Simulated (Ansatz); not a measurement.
Consider the substitution at a C–C bond: `COCCOC` + HI → `COCI` + `COC`.

Calculated with Ansatz (gas phase, PBE0-D4/def2-TZVP geometries, no zero-point term in ΔE). CBS: MP2 limit from def2 TZ/QZ plus the TZ coupled-cluster correction, frozen cores. Functionals use def2-TZVPP. Elements past krypton have def2 core potentials. For I outer-core shells are correlated without core-valence functions, which leaves a few kJ/mol of doubt a bond. Each species was taken in one conformer, which may not be the lowest.

CCSD(T)/CBS gives +2.0 kJ/mol.

(1) Another level gave -11.2 kJ/mol. Which?
A. PBE-D4/def2-TZVPP
B. HF/def2-TZVPP
C. CCSD(T)/def2-TZVPP
D. BLYP/def2-TZVPP

Largest T1 diagnostic among the species: 0.011.

## Answers

(1) D. BLYP -11.2, PBE-D4 -6.5, CCSD(T)/def2-TZVPP 8.6, HF/def2-TZVPP 14.0 kJ/mol.

At CCSD(T), def2-SVP lies +25.9 kJ/mol from the extrapolated value and def2-TZVPP +6.7 kJ/mol. From BLYP to BHLYP (50 % exact exchange), in def2-TZVPP and without D4, ΔE moves by +19.3 kJ/mol.
